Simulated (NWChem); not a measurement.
System meant: GeBrF3; SMILES [F][Ge]([F])([Br])[F]

Here is an NWChem input.

```
start job
memory heap 200 mb stack 900 mb global 1100 mb
geometry units angstroms noautoz
  F     -0.470220    -1.514155    -1.299845
  Ge     0.000000     0.000000    -0.666537
  F     -1.076187     1.164300    -1.299845
  F      1.546407     0.349855    -1.299845
  Br     0.000000     0.000000     1.574692
end
basis spherical
  * library def2-svp
end
dft
  xc b3lyp
  iterations 4
  mulliken
end
task dft energy
```

End of the output:

```
    Atom       Charge   Shell Charges
 -----------   ------   -------------------------------------------------------
    1 F    9     9.17   1.98  1.02  0.76  3.20  2.20  0.01
    2 Ge  32    31.58   2.00  2.00  1.92  0.70  0.27  5.99  5.81  1.18  0.77  7.85  2.06  1.04
    3 F    9     9.17   1.98  1.02  0.76  3.20  2.20  0.01
    4 F    9     9.17   1.98  1.02  0.76  3.20  2.20  0.01
    5 Br  35    34.90   2.00  2.00  1.96  1.14  0.71  5.99  5.81  2.44  2.83  7.84  2.04  0.16

 center of mass
 --------------
 x =  -0.00000000 y =   0.00000000 z =  -0.04864486

 moments of inertia (a.u.)
 ------------------
        1424.543289234845          -0.000000000000           0.000000000000
          -0.000000000000        1424.543289234845          -0.000000000000
           0.000000000000          -0.000000000000         511.637030882078

     Multipole analysis of the density
     ---------------------------------

     L   x y z        total         alpha         beta         nuclear
     -   - - -        -----         -----         ----         -------
     0   0 0 0     -0.000000    -47.000000    -47.000000     94.000000

     1   1 0 0     -0.000000     -0.000000     -0.000000      0.000000
     1   0 1 0     -0.000000     -0.000000     -0.000000      0.000000
     1   0 0 1     -0.732771     -0.366386     -0.366386      0.000000

     2   2 0 0    -38.324415    -79.755906    -79.755906    121.187397
     2   1 1 0      0.000000      0.000000      0.000000      0.000000
     2   1 0 1      0.000000      0.000000      0.000000      0.000000
     2   0 2 0    -38.324415    -79.755906    -79.755906    121.187397
     2   0 1 1      0.000000      0.000000      0.000000      0.000000
     2   0 0 2    -36.145461   -279.841481   -279.841481    523.537502

 ------------------------------------------------------------------------
 dft energy failed                                                                                  0
 ------------------------------------------------------------------------
 ------------------------------------------------------------------------
  current input line :
    18: task dft energy
 ------------------------------------------------------------------------
 ------------------------------------------------------------------------
 This type of error is most commonly associated with calculations not reaching convergence criteria
 ------------------------------------------------------------------------
 For more information see the NWChem manual at https://nwchemgit.github.io

0:dft energy failed:Received an Error in Communication
```

### Question
Find the fault in this run and fix the input.

### Answer
Convergence was not reached. Cause: the SCF was allowed too few iterations. This input runs:
```
start job
memory heap 200 mb stack 900 mb global 1100 mb
geometry units angstroms noautoz
  F     -0.470220    -1.514155    -1.299845
  Ge     0.000000     0.000000    -0.666537
  F     -1.076187     1.164300    -1.299845
  F      1.546407     0.349855    -1.299845
  Br     0.000000     0.000000     1.574692
end
basis spherical
  * library def2-svp
end
dft
  xc b3lyp
  iterations 150
  mulliken
end
task dft energy
```
It converges to -4950.09096 Ha (B3LYP/def2-SVP).
